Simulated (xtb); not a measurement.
Si(F)2(NHMe)(OH) (CH5F2NOSi), SMILES O[Si](F)(NC)F. All values are semi-empirical tight-binding results from xtb (GFN2-xTB unless named), good for trends rather than for accurate numbers. Geometry optimised at GFN2-xTB. The structure was generated by enumeration, and PubChem lists no compound with its InChIKey, so it may never have been made. Other conformers were not sampled.

Task: Estimate the properties. (An estimate is asked for; the answer gives what the named calculation found.)

Result: 
```
Quantity                                        Value
--------------------------------------  -------------
orbital gap                                   7.47 eV
dipole moment                                  3.71 D
zero-point energy                       45.7 kcal/mol
G − E(el) at 298.15 K (modified RRHO)   25.1 kcal/mol
static polarisability (D4 model)           66.5 bohr³
solvation energy, GFN2-xTB/ALPB(water)  -7.1 kcal/mol
solvation energy, GFN2-xTB/ALPB(dmso)   -9.7 kcal/mol
```
